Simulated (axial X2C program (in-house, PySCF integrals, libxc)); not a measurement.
## Density and ELF of GaH⁻

Computed with an in-house all-electron X2C program for linear molecules (integrals from PySCF). Spin-free means the one-electron spin-free X2C Hamiltonian. Basis: Ga dyall-acv3z [10s10p8d5f1g], H dyall-av3z [7s3p2d] (cores contracted in-house); Gaussian nuclei, density fitting, unrestricted open shells. Masses: Ga 68.926 u, H 1.008 u.

PBE0, without spin–orbit coupling, state M_S = 1/2, Λ = 1 (beyond evenly filled blocks: π+α); Ga at z = 0, H at z = 1.708 Å.

The maps cover the half plane through the axis: z from -2.4 to 3.6 Å along the bond, ρ from 0.15 to 2.25 Å away from it.

log10 of the density in e/bohr³:

```
 ρ\z  -2.4  -1.8  -1.2  -0.6   0.0   0.6   1.2   1.8   2.4   3.0   3.6
0.15  -2.8  -2.2  -1.5  -0.4   1.4  -0.4  -1.0  -0.7  -1.6  -2.4  -3.2
0.45  -2.9  -2.2  -1.6  -0.8   0.2  -0.8  -1.2  -1.1  -1.8  -2.5  -3.2
0.75  -2.9  -2.3  -1.8  -1.2  -0.8  -1.3  -1.5  -1.6  -2.0  -2.7  -3.3
1.05  -3.1  -2.5  -2.0  -1.6  -1.5  -1.7  -1.9  -2.0  -2.3  -2.9  -3.5
1.35  -3.2  -2.7  -2.2  -1.9  -1.9  -2.1  -2.2  -2.4  -2.7  -3.1  -3.7
1.65  -3.3  -2.9  -2.5  -2.2  -2.2  -2.4  -2.6  -2.7  -3.0  -3.4  -3.8
1.95  -3.5  -3.1  -2.7  -2.5  -2.5  -2.7  -2.9  -3.1  -3.3  -3.6  -4.0
2.25  -3.6  -3.2  -3.0  -2.8  -2.8  -2.9  -3.2  -3.3  -3.6  -3.8  -4.2
```

Electron localisation function (collinear form, no current term, damped to 0 at low density):

```
 ρ\z  -2.4  -1.8  -1.2  -0.6   0.0   0.6   1.2   1.8   2.4   3.0   3.6
0.15  0.60  0.91  0.72  0.33  0.29  0.30  0.93  1.00  1.00  0.97  0.45
0.45  0.56  0.89  0.78  0.20  0.68  0.17  0.89  1.00  1.00  0.96  0.35
0.75  0.47  0.86  0.84  0.27  0.19  0.17  0.78  0.99  0.99  0.91  0.20
1.05  0.34  0.80  0.87  0.54  0.25  0.24  0.56  0.94  0.95  0.72  0.08
1.35  0.22  0.69  0.84  0.73  0.46  0.26  0.28  0.68  0.74  0.34  0.02
1.65  0.12  0.53  0.76  0.75  0.53  0.21  0.12  0.26  0.29  0.08  0.01
1.95  0.07  0.35  0.63  0.66  0.48  0.18  0.07  0.08  0.07  0.02  0.00
2.25  0.04  0.20  0.45  0.54  0.40  0.16  0.05  0.03  0.02  0.01  0.00
```

Axial spin density in 10⁻³ e/bohr³:

```
 ρ\z  -2.4  -1.8  -1.2  -0.6   0.0  0.6   1.2   1.8   2.4   3.0  3.6
0.15  -0.1  -0.3  -1.0  -0.5  -3.9  0.2  -0.6  -2.4  -0.4  -0.1  0.0
0.45  -0.1  -0.2  -0.4   0.3  -0.8  1.4   0.3  -0.6  -0.2   0.0  0.0
0.75   0.0   0.0   0.3   2.0   3.4  2.8   1.0   0.1  -0.1   0.0  0.0
1.05   0.0   0.2   0.8   2.7   4.3  3.0   1.2   0.3   0.1   0.0  0.0
1.35   0.1   0.3   0.9   2.4   3.4  2.4   1.0   0.3   0.1   0.0  0.0
1.65   0.1   0.3   0.8   1.8   2.3  1.7   0.8   0.3   0.1   0.0  0.0
1.95   0.1   0.3   0.7   1.2   1.5  1.2   0.6   0.3   0.1   0.1  0.0
2.25   0.1   0.2   0.5   0.8   1.0  0.8   0.5   0.2   0.1   0.1  0.0
```

The state is a single determinant with fixed occupations, the lowest that a limited PBE0 search found. The highest occupied level is positive at some bond lengths even in Hartree–Fock (under at least one Hamiltonian), so the basis set holds the extra electron there; where that holds at Re the anion is at best weakly bound and its constants depend on the basis. Without a current term, density functionals place determinants with orbital angular momentum somewhat too high.
